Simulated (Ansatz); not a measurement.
Basis-set series for C3H7ClOZn, SMILES `CC(C)[O][Zn][Cl]`. Total charge 0; spin multiplicity 1. Geometry: relaxed with PBE0-D4/def2-TZVP. It is one conformer, not always the lowest.

```tsv
functional	basis	functions	energy (Eh)	HOMO (eV)	LUMO (eV)
PBE0-D4	def2-SVP	140	-2432.26177	-7.45	-0.87
PBE0-D4	def2-QZVPP	608	-2432.96821	-7.72	-1.12
ωB97M-V	def2-SVP	140	-2432.66339	-9.81	0.78
ωB97M-V	def2-QZVPP	608	-2433.37635	-10.12	0.41
```

Question: Give the rows for def2-TZVPP. (An estimate is asked.)

Answer: The calculation gave: 
```tsv
functional	basis	functions	energy (Eh)	HOMO (eV)	LUMO (eV)
PBE0-D4	def2-TZVPP	328	-2432.89793	-7.70	-1.07
ωB97M-V	def2-TZVPP	328	-2433.30853	-10.10	0.66
```

Positive LUMOs are unbound and depend on the basis. Scalar relativity is left out up to krypton.

Program: Ansatz 0.2.0.
